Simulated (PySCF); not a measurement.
**Relaxation of triplet RuH₃⁺**

Computed with UPBE0 in PySCF with Ru def2-TZVP with ECP28, H def2-TZVP; scalar-relativistic core potentials, no spin–orbit coupling; density-fitted integrals. A (50,194) grid was used.

A start displaced from a saddle point along its imaginary mode, with no symmetry imposed:

```xyz
4
charge 1 multiplicity 3, angstrom
Ru    0.0074    0.0006   -0.0354
H     1.0889   -0.0709    1.0716
H    -1.0183    0.4567    1.1859
H    -0.8235   -0.4447    1.3256
```

**Question.** What forces act on the atoms at the start (eV/Å)?

**Answer.** 
| atom | Fx | Fy | Fz |
| --- | --- | --- | --- |
| Ru1 | -0.11 | 0.01 | 0.16 |
| H2 | -0.04 | -0.02 | 0.00 |
| H3 | 0.11 | -0.32 | -0.05 |
| H4 | 0.03 | 0.32 | -0.11 |

**Question.** What does it relax to?

**Answer.** It ends at Cs with H–H 0.928 Å, Ru–H 1.553 Å, Ru–H 1.636 Å, Ru–H 1.651 Å; H–H–Ru 72.7°, H–H–Ru 74.5°, H–Ru–H 32.8°, H–Ru–H 58.3°, H–Ru–H 91.1°. A frequency run shows a minimum.

**Question.** How much energy is released, and in how many steps?

**Answer.** 6.2 kJ/mol in 15 steps.

Open d and f shells are described by one determinant, and the ground state may have another occupation or spin.

The relaxation took 16 s on 2 threads of a shared INTEL XEON PLATINUM 8581C @ 2.30GHz (Emerald Rapids) host, with 58 basis functions and 17 gradients; the process peaked at 0.75 GiB. Launch command: `OMP_NUM_THREADS=2 python axn.py task.json out`.
